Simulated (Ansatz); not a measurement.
Consider the atomization: `C[BH][ZnH]` → B• + C• + 5 H• + Zn (atom).

Isolated molecules relaxed with PBE0-D4/def2-TZVP in Ansatz; ΔE leaves out vibrations. CCSD(T)/CBS is the MP2 limit (def2-TZVPP, def2-QZVPP) plus CCSD(T) − MP2 in def2-TZVPP, frozen cores. This one scheme is used for every species, atoms too. DFT in def2-TZVPP. No spin–orbit coupling; open shells (•) take unrestricted orbitals. Spin–orbit coupling would lower the free atoms: a little for B, C. Bonds to Zn are less sure, by a few kJ/mol each and by 10 to 20 or more in all where they break to atoms, as the def2 sets lack core-valence functions. Scalar relativity is left out up to krypton.

```csv
species,ωB97M-V energy (Eh)
`C[BH][ZnH]`,-1845.18593
B•,-24.64963
C•,-37.84639
H•,-0.49411
Zn (atom),-1779.29751
```

Work out ΔE.

ΔE = 5 × (-0.49411) + (-24.64963) + (-37.84639) + (-1779.29751) − (-1845.18593) = 0.92185 Eh = +25.08 eV. CCSD(T)/CBS gives +24.79 eV.

Largest T1 diagnostic among the species: 0.017.

The D4 term adds +0.18 eV with B3LYP and +0.09 eV with PBE0; it sums over pairs of atoms, weighted by their polarisabilities, and B3LYP, whose exchange is more repulsive, gets the larger term. In def2-TZVPP, CCSD(T) changes the Hartree–Fock value by +5.17 eV (the triples alone add +0.24 eV) and MP2 by +5.37 eV; breaking electron pairs costs correlation energy, which Hartree–Fock lacks.

B3LYP here is the variant with VWN-RPA as its local correlation; programs differ in this.

For atomizations the MP2-based limit and the directly extrapolated one differ by several kJ/mol either way, and by 10 to 25 for some Ge, Se and Sn compounds, so smaller differences from it don't rank the levels.
